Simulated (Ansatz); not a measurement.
`F[SiH2][GaH2]` + silanol → `[SiH3][O][GaH2]` + `F[SiH3]` at 600 K and 1 bar (cleavage of the Ga–Si bond).

Gas-phase electronic energies from Ansatz, PBE0-D4/def2-TZVP geometries. CCSD(T)/CBS is the MP2 limit (def2-TZVPP, def2-QZVPP) plus CCSD(T) − MP2 in def2-TZVPP, frozen cores. This one scheme is used for every species. For Ga outer-core shells are correlated without core-valence functions, which leaves a few kJ/mol of doubt a bond. Scalar relativity is left out up to krypton.

| species | CCSD(T)/CBS energy (Eh) | H − E (kJ/mol) | S (J/(mol·K)) |
| --- | --- | --- | --- |
| `F[SiH2][GaH2]` | -2315.24935 | 134.9 | 394.5 |
| `O[SiH3]` | -366.69042 | 135.7 | 307.9 |
| `[SiH3][O][GaH2]` | -2291.24790 | 163.6 | 406.9 |
| `F[SiH3]` | -390.72345 | 101.0 | 280.0 |

H − E and S are ideal-gas, rigid-rotor, harmonic terms from PBE0-D4/def2-TZVP. 1 Eh = 2625.50 kJ/mol, R = 8.31446 J/(mol·K).

**Question.** By hand: ΔE, ΔH, ΔS and ΔG.

**Answer.** ΔE = (-2291.24790) + (-390.72345) − (-2315.24935) − (-366.69042) = -0.03158 Eh = -82.9 kJ/mol. Δ(H − E) = 163.6 + 101.0 − 134.9 − 135.7 = -6.0, so ΔH = -88.9 kJ/mol. ΔS = 406.9 + 280.0 − 394.5 − 307.9 = -15.5 J/(mol·K). ΔG = -88.9 − 600 × (-15.5)/1000 = -79.6 kJ/mol.

**Question.** By hand: the equilibrium constant, and the temperature at which ΔG would vanish if ΔH and ΔS stayed fixed.

**Answer.** log₁₀ K = −ΔG/(RT ln 10) = 6.9. ΔG = 0 at ΔH/ΔS = 5735 K, far beyond where these terms or the molecules hold.

ΔH outweighs TΔS. A doubt of 5 kJ/mol in ΔE shifts log₁₀ K by 0.4 here. These are equilibria of isolated gas molecules and say nothing of rates. Largest T1 diagnostic: 0.014 (customary marks: 0.02 for closed shells, 0.045 for open ones).
